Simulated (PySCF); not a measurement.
(E)-1-chloro-1-fluoroprop-1-ene (C3H4ClF), SMILES C/C=C(\F)Cl.

The structure is a stationary point at PBE-D3(BJ)/def2-SVP.

Computed with PySCF with PBE-D3(BJ)/def2-SVP.

Frequencies are harmonic and unscaled.

Computed normal modes with their intensities:
```tsv
mode	ν (cm⁻¹)	IR (km/mol)	moving atoms (share of kinetic energy)
1	140	0.1	H 95 %
2	202	1.2	C 61 %, H 28 %, Cl 10 %
3	221	1.6	C 40 %, F 29 %, H 20 %, Cl 10 %
4	372	3.5	F 40 %, C 36 %, Cl 17 %
5	456	3.3	Cl 51 %, C 23 %, F 18 %
6	542	0.2	C 86 %
7	747	18.6	C 44 %, H 26 %, F 23 %
8	782	19.5	H 89 %, C 10 %
9	974	65.7	H 53 %, C 41 %
10	1001	0.0	H 67 %, C 33 %
11	1037	94.7	C 64 %, F 17 %, H 17 %
12	1121	49.9	C 54 %, H 42 %
13	1278	56.5	H 59 %, C 36 %
14	1347	3.5	H 71 %, C 28 %
15	1406	8.3	H 97 %
16	1409	1.1	H 94 %
17	1707	96.2	C 95 %
18	2964	24.0	H 97 %
19	3030	9.5	H 91 %, C 9 %
20	3086	4.6	H 91 %, C 9 %
21	3140	4.2	H 92 %, C 8 %
```
